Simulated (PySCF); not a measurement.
CH8N2OSi, SMILES [Si@@H](NC)(O)N. Geometry optimised at B3LYP-D3(BJ)/def2-SVP. The structure was generated by enumeration; whether it is a known compound was not checked. Other conformers were not sampled.

These are B3LYP-D3(BJ)/def2-SVP run with PySCF values and carry that method's errors.

Harmonic wavenumbers (cm⁻¹): 82, 148, 196, 225, 259, 293, 304, 371, 409, 500, 726, 769, 793, 838, 877, 924, 973, 1095, 1144, 1161, 1402, 1452, 1466, 1503, 1526, 2180, 2975, 3032, 3093, 3583, 3593, 3694, 3882. Rotational constants (GHz): 6.336, 2.610, 2.035; symmetry number 1.

Problem. Work out the zero-point energy and the ideal-gas rigid-rotor harmonic-oscillator thermochemistry at 298.15 K and 1 atm.

Solution. ZPE = ½ Σ hcν = ½ × 45467 cm⁻¹ = 271.95 kJ/mol. H − E(el) = 295.71 kJ/mol. Entropy in J/(mol K): translation 165.16, rotation 111.55, vibration 80.92, total 357.63. G − E(el) = 189.08 kJ/mol. Cp = 126.05 J/(mol K). Modes under 150 cm⁻¹ make the vibrational entropy uncertain.
